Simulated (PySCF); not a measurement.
**Levels along the 19-electron series**

One electron added to the closed shell [Ar]: EOM-EA-CCSD calculated with PySCF 2.14, two-component X2C-1e with screened spin-orbit coupling, each ion in its own even-tempered basis, [Ne] frozen, the virtual space cut to natural spinors and corrected at second order; no Breit or QED terms. Binding energy of 3d3/2 and energies of the other levels above it, in eV.

```
  ion  3d3/2 binding  3d5/2 − 3d3/2  4s1/2 − 3d3/2  NIST ionisation energy
Ba³⁷⁺         2545.6         20.322         1036.9            2547 ± 4 (t)
La³⁸⁺         2671.3         21.556         1087.3            2674 ± 4 (t)
Ce³⁹⁺         2802.5         23.497         1140.1            2806 ± 4 (t)
Pr⁴⁰⁺         2936.9         25.562         1195.1            2941 ± 4 (t)
Nd⁴¹⁺         3074.4         27.759         1250.1            3078 ± 4 (t)
Pm⁴²⁺         3215.1         30.093         1307.2            3219 ± 4 (t)
Sm⁴³⁺         3359.0         32.569         1364.4            3363 ± 4 (t)
Eu⁴⁴⁺         3506.1         35.192         1423.7            3510 ± 4 (t)
Gd⁴⁵⁺         3656.3         37.970         1484.0            3660 ± 4 (t)
Tb⁴⁶⁺         3809.9         40.957         1544.5            3814 ± 4 (t)
```

Each ion has its own basis, which adds noise of up to about 0.1 % of the binding energies along the series.

NIST values marked (s) are semi-empirical, (t) theoretical.
